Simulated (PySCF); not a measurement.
# Does the structure fit the spectrum?

A compound C11H7N gives the data below (simulated from a calculation) and was assigned the structure `C#CC(=C)C#Cc1ccncc1`.

¹³C{¹H} NMR (computed): δ 141.9 (CH), 138.2 (C), 136.3 (C), 134.8 (CH), 134.8 (CH), 134.6 (CH), 134.5 (CH), 134.2 (CH), 133.3 (CH), 125.0 (C), 114.6 (C).

¹H NMR (300 MHz, computed): δ 8.55 (s, 1H), 8.25 (d, 1H), 8.23 (d, 1H), 8.22 (d, 1H), 8.03 (d, 1H), 8.03 (m, 1H), 7.99 (m, 1H).

- NMR shieldings at PBE0/pcSseg-1/GIAO
- coordinates at the GFN2-xTB level
- code: PySCF 2.14.0 with density-fitted response routines
- non-relativistic Hamiltonian, no solvent model, one computed conformer

δ = σ(ref) − σ, references computed at the same level: TMS for ¹H (σref 31.72), ¹³C (σref 186.93).

(1) Compare with the shifts computed for the proposed structure, pairing carbons in order of shift.

(2) Which isomer fits?

Answers

(1) Numbering as in the mapped SMILES `[CH:1]#[C:2][C:3](=[CH2:4])[C:5]#[C:6][c:7]1[cH:8][cH:9][n:10][cH:11][cH:12]1`. Each H is labelled by its parent atom.

```tsv
atom	computed for proposal	given list	difference
C9	156.0	141.9	+14.1
C11	156.0	138.2	+17.8
C4	143.7	136.3	+7.4
C7	134.8	134.8	+0.0
C8	131.3	134.8	-3.5
C12	131.3	134.6	-3.3
C3	118.7	134.5	-15.8
C5	101.3	134.2	-32.9
C6	98.3	133.3	-35.0
C1	88.4	125.0	-36.6
C2	85.3	114.6	-29.3
```

The rms difference is 22.1 ppm and the largest -36.6 ppm at C1 (terminal alkyne carbon). The proposal also would give 9 carbon signals, not 11. The carbon types in order of shift don't match either: CH, CH, CH2, C, CH, CH, C, C, C, CH, C for the proposal against CH, C, C, CH, CH, CH, CH, CH, CH, C, C in the data. The proposal doesn't fit.

(2) 2-Cyanonaphthalene (N#Cc1ccc2ccccc2c1).

- Carbon types of the structure: 4 × C, 7 × CH, which accounts for all hydrogens.
- δC 141.9, 134.8, 134.8, 134.6, 134.5, 134.2, 133.3: aromatic CH.
- δC 138.2, 136.3: ring-fusion aromatic carbon.
- δC 125.0: nitrile carbon; typical of a nitrile.
- δH 8.55, 8.25, 8.23, 8.22, 8.03, 8.03, 7.99: hydrogen on an aromatic CH; it sits in the deshielding region of the aromatic ring current.

Other isomers checked: C#CC1=C[C@H]2C=C[C@]1(C#N)C=C2 (rms 35.0 ppm).

The data come from this structure; uniqueness wasn't tested.

Shifts are as computed. Against solution values, carbons near 30 ppm lie about +3 ppm off and those near 130 ppm about +5 ppm. Of 1211 compounds with measured shifts, 218 miss one by over three times the rms of a fit or turn the order of signals round; such compounds aren't used in these exercises. Multiplicities follow the n + 1 count of equivalent neighbours, as no J values were calculated; m marks all less simple cases, F and P coupling included.
